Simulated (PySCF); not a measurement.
TaCl4, SMILES [Cl][Ta+]([Cl])([Cl])[Cl], charge +1, multiplicity 1.

Coordinates come from a PBE-D3(BJ)/def2-SVP optimisation. The spin state was assumed, not searched. The isomer is the one that the SMILES or the coordinates give; other isomers of the formula were not compared. The def2 effective core potentials stand for the cores of Ta; spin–orbit coupling is left out.

Computed with HF/def2-TZVP run with PySCF.

Isolated molecule, no solvent.

Task: Estimate the frontier levels, gap, dipole moment and polarisability. (The exact figures need the calculation; the answer reports its results.)

Result: 
| Item | Value |
|---|---|
| highest occupied level | -18.26 eV |
| lowest empty level | -5.34 eV |
| orbital gap | 12.92 eV |
| dipole moment about the centre of nuclear charge | 0.00 D |
| mean static polarisability | 79.0 bohr³ (11.71 Å³) |
| polarisability, principal values | 79.0, 79.0, 79.0 bohr³ |
